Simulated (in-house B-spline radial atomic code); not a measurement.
A fraction x of an electron is moved 3p → 4d in Se V (Se4+), starting from [Ar] 3d10 4s2 and keeping the highest spin. Method: scalar-relativistic (X2C) BLYP, spin-polarised, spherical fractional occupations, Fermi nucleus of rms radius 4.14 fm. Calculated with a B-spline radial code for spherical atoms.

| x | E(x) - E(0) (eV) | 3p down level (eV) | 4d up level (eV) |
| --- | --- | --- | --- |
| 0 | 0.0000 | -203.992 | - |
| 0.125 | 21.9097 | -206.031 | -29.978 |
| 0.25 | 44.0132 | -208.059 | -30.457 |
| 0.375 | 66.3100 | -210.074 | -30.928 |
| 0.5 | 88.7997 | -212.077 | -31.390 |
| 0.625 | 111.4817 | -214.068 | -31.843 |
| 0.75 | ? | ? | ? |
| 0.875 | ? | ? | ? |
| 1 | 180.6778 | -219.970 | -33.156 |

(1) What belongs in the row x = 0.75?

(2) What belongs in the row x = 0.875?

(3) Check Janak's theorem between x = 0.125 and 0.25.

Results:

(1) An energy change of 134.3558 eV; 3p down at -216.048 eV, 4d up at -32.288 eV.

(2) An energy change of 157.4213 eV; 3p down at -218.015 eV, 4d up at -32.726 eV.

(3) The slope of the energy is 176.83 eV; the orbital levels give 176.83 eV (ε of the receiving orbital less ε of the emptying one, averaged over the two points).
